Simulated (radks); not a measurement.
Results of a calculation; reference values are marked as such.
Task: All-electron atom: Te I in [Kr] 4d10 5s2 5p4. Code: a radial shooting solver on a logarithmic mesh with Libxc functionals. Model: scalar-relativistic Kohn-Sham, r2SCAN, spin-unpolarised, spherical densities, finite nucleus; meta-GGA in the generalised Kohn-Sham scheme; Fermi nuclear charge, rms radius 4.7423 fm. Some entries of the table are withheld. Estimate them.

orbital,occ.,eigenvalue (hartree),<r^2> (bohr^2)
1s,2,-1164.387,(1)
2s,2,-179.1667,0.01693
2p,6,(2),(3)
3s,2,(4),0.1181
3p,6,-29.86160,0.1186
3d,10,-20.75102,0.1043
4s,2,(5),0.6626
4p,6,-4.31598,0.7698
4d,10,-1.56901,1.110
5s,2,(6),5.050
5p,4,-0.22654,8.146

Result: 
(1) 1s <r^2> (bohr^2): 0.001049
(2) 2p eigenvalue (hartree): -160.7235
(3) 2p <r^2> (bohr^2): 0.01340
(4) 3s eigenvalue (hartree): -35.89759
(5) 4s eigenvalue (hartree): -6.19491
(6) 5s eigenvalue (hartree): -0.57383
